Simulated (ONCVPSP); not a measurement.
## magnesium (Mg): one change to an ONCV potential, before and after

ONCVPSP 4.0.1 input, shortened (lines: element, Z, core and valence counts, functional; n l f; lmax; l rc ep ncon nbas qcut; lloc lpopt rc5 dvloc0; l nproj debl; icmod fcfact rcfact), PBE, fully relativistic:

```
  Mg 12.00    3    2        4      upf
    1    0    2.00
    2    0    2.00
    2    1    6.00
    3    0    1.75
    3    1    0.25
    1
    0    2.80    0.00    4    8    3.00
    1    2.50    0.00    4    9    3.10
    4    5    2.30    0.00
    0    1    0.90
    1    2    3.10
    0    0.00    0.00
```

Open shells are filled in proportion to 2j + 1.

Change: s: qcut 4.3.

Cutoffs: the cutoffs (Ha) at which the residual kinetic energy of the hardest occupied pseudo-wave falls to 1 and 0.1 mHa per electron; they do not see the model core or the augmentation charge, which bear on the density cutoff. Errors are all-electron minus pseudo energies relative to the spin-unpolarised reference configuration.

Problem. Predict the effect on cutoff, ghosts and configuration errors.

Solution. The potential gets harder (3.0 Ha and 4.1 Ha → 4.0 Ha and 5.6 Ha); the errors of the 4 common tests hardly move; neither file shows a bound ghost. The waves are optimised to have the least kinetic energy above qcut, so the cutoff follows it (qcut²/2 in Ha).

| quantity | base | changed |
| --- | --- | --- |
| cutoff, loose | 3.0 Ha | 4.0 Ha |
| cutoff, tight | 4.1 Ha | 5.6 Ha |
| loose cutoff by channel | s 3.0 Ha, p 1.2 Ha | s 4.0 Ha, p 1.2 Ha |
| bound ghosts | none | none |
| GHOST(+) flags under 300 eV | none | none |
| error for 3s2 3p0, meV [ΔE -0.85 eV] | +0.5 | +0.6 |
| error for 3s1 3p0, meV [ΔE 7.11 eV] | +4.8 | +5.4 |
| error for 3s1.5 3p0, meV [ΔE 2.29 eV] | -0.5 | -0.7 |
| error for 3s0 3p2, meV [ΔE 6.33 eV] | +56 | +61 |
| s: phases at 2.85 bohr within 0.05 rad from the reference energy up to (Ha; the scan ends near 5) | 0.7 | 0.8 |
| p3/2: phases at 2.54 bohr within 0.05 rad from the reference energy up to (Ha; the scan ends near 5) | n/a | n/a |
| p1/2: phases at 2.54 bohr within 0.05 rad from the reference energy up to (Ha; the scan ends near 5) | 2.4 | 2.4 |

Base: The cutoffs count occupied waves only; projector 2 of the p channel, the hardest unoccupied one, needs 14 Ha at the loose tolerance. Changed file: The cutoffs count occupied waves only; projector 2 of the p channel, the hardest unoccupied one, needs 14 Ha at the loose tolerance.
